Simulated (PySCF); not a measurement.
H3F3GaN, singlet at its PBE0/def2-SVP optimised geometry (Å):

```
8

Ga    -1.0569    -0.6165     0.0000
F     -1.3655    -1.4776     1.4980
F     -1.3702    -1.4793    -1.4957
F     -1.3545     1.1134     0.0000
N      0.9967    -0.6165     0.0000
H      1.3463     0.3429    -0.0220
H      1.3545    -1.1134    -0.8175
H      1.3509    -1.0742     0.8416
```

Level of theory: PBE0/def2-TZVP in PySCF 2.14.0. Cells within 0.4 Å of a nucleus heavier than hydrogen are left out (blank, or x).

Map of the deformation density (molecule minus spherical neutral atoms) (e/bohr³) on the plane z = 1.2 Å:

```
|44444444444444444444444444444|
|44444444444444444444444444444|
|44444444444444444444444444444|
|44444444444444444444444444444|
|44444444444444444444444444444|
|44444444444444444444444444444|
|44444444444444444444444444444|
|44444444444444444444444444444|
|44444444444444444444444444444|
|44444444444444444444444444444|
|44444444444444444444444444444|
|44444444444444433333334444444|
|44444444443333333333333444444|
|44444333333333333333333444444|
|44444333333333333333333344444|
|44443333333333333222233344444|
|44444444554433333222223344444|
|44444456776543333222222334444|
|44444467898654333221012334444|
|44444567xx8754333210002334444|
|44444568xx7754333210012334444|
|44444568998654433322223344444|
|44444456776544433333333444444|
|44444445555544444333334444444|
|44444444444444444444444444444|
|44444444444444444444444444444|
|44444444444444444444444444444|
|44444444444444444444444444444|
|44444444444444444444444444444|
```
Scale: ten equal steps from -0.023 (start of '0') to 0.030 (end of '9'), in the order '0123456789'; x runs from -3.50 to 3.50, y from -3.50 (bottom) to 3.50 (top).
